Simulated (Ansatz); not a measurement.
```yaml
atoms:
  - { symbol: F, position_ang: [0.0302, -0.3499, -1.2142] }
  - { symbol: H, position_ang: [0.0229, 0.4116, -0.8069] }
  - { symbol: F, position_ang: [0.0364, 0.3756, 1.1608] }
  - { symbol: H, position_ang: [0.0004, -0.4963, 0.8271] }
```

Basis set: aug-cc-pVDZ (spherical functions). Correlated methods keep 2 orbitals frozen. Charge 0, multiplicity 1.

Computed with Ansatz (development build ahead of 0.2.0); each method stands on the lowest determinant of its kind that the runs found. Restricted open shells among the atoms or ions are ROHF, correlated in semicanonical orbitals with singles.

The atomization energy at this shape (free ground-state atoms in the same class of orbitals less the molecule, no zero-point energy) of singlet H2F2:

```json
{"method": "RHF", "atomization energy": "824.4 kJ/mol"}
```

(1) What does RHF-MP2 give?

## Answers

(1) 1155.8 kJ/mol.
